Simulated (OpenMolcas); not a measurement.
**S I: effect of the active space**

| Quantity | Value |
| --- | --- |
| Program | OpenMolcas |
| Method | CASSCF or its RAS form |
| Basis | ANO-RCC-VTZP |
| Scalar Hamiltonian | DKH2, point nucleus |
| Spin-orbit coupling | state interaction with AMFI integrals over the reference wave functions, term energies averaged over their components |

A. 4 electrons in 3 orbitals (3p); 2S+1 = 3 even, 3 roots; 2S+1 = 1 even, 6 roots; cost about 3 core-seconds
B. 6 electrons in 4 orbitals (3s 3p); 2S+1 = 3 even, 3 roots; 2S+1 = 1 even, 6 roots; 2S+1 = 3 odd, 3 roots (0 in the spin-orbit step); cost roughly 10 core-seconds
C. 6 electrons in 8 orbitals (3s 3p 4s 4p); 2S+1 = 3 even, 3 roots; 2S+1 = 1 even, 6 roots; 2S+1 = 3 odd, 3 roots (0 in the spin-orbit step); cost of the order of 30 core-seconds
D. 6 electrons in 9 orbitals (RAS2 3s 3p; RAS3 3d, at most 2 electrons); 2S+1 = 3 even, 3 roots; 2S+1 = 1 even, 6 roots; 2S+1 = 3 odd, 3 roots; cost of the order of 30 core-seconds

Energies in cm-1 above 3s2 3p4 3P2, the measured ground level; measured values from NIST Handbook of Basic Atomic Spectroscopic Data.

```
      Level      A      B      C      D  Measured
3s2 3p4 3P2    0.0    0.0    0.0    0.0       0.0
3s2 3p4 3P1    367    367    354    356       396
3s2 3p4 3P0    539    536    515    521       574
3s2 3p4 1D2  11743  11740  11452  10969      9239
3s2 3p4 1S0  28917  21467  20502  23983     22180
```

Deviations, from unrounded energies. A percentage is the sum of absolute deviations over the sum of measured energies, with the sign that they share, or ± where signs differ.

| Against measurement | Levels | A | B | C | D |
| --- | --- | --- | --- | --- | --- |
| mean absolute deviation (cm-1) | 4 | 2300 | 820 | 1000 | 910 |
| fine structure of the ground term (%) | 2 | -6.5 | -6.8 | -10.4 | -9.5 |
| other terms of the ground configuration (%) | 2 | +29.4 | ±10.2 | ±12.4 | +11.2 |

B lies closest to measurement on these levels and A furthest from it. The largest miss of B in the table is 3s2 3p4 1D2, by +2500 cm-1. The ranking rests on the paired levels alone, and a cruder setting can come out closer through cancelling errors.

Among A to D the level of the table that moves most is 3s2 3p4 1S0, by 8400 cm-1 (lowest in C, highest in A).

Without dynamic correlation excited terms often stand tens of per cent too high (terms of higher spin than the ground term too low), and those without a measured partner can miss by more than the paired ones. With the s shell closed, the reference lacks s² → p² mixing (holds for A). No level of 3s 3p5 was computed, though it lies in the active space (holds for B; C). Active for correlation alone: 4p 4s; no level in the range computed is led by a configuration that fills them, so any true level of that kind is missing (holds for C). Active for correlation alone: 3d; no level in the range computed is led by a configuration that fills it, so any true level of that kind is missing (holds for D). Measured partners are found by configuration, term and J. A level has none where our copy of the source lacks it or the pairing is in doubt (some pairs that miss far off the trend of their configuration count as doubtful), and it then counts in no deviation. Only configurations of the active space appear. Levels that lie high or do not pair safely by name in every column are left out.
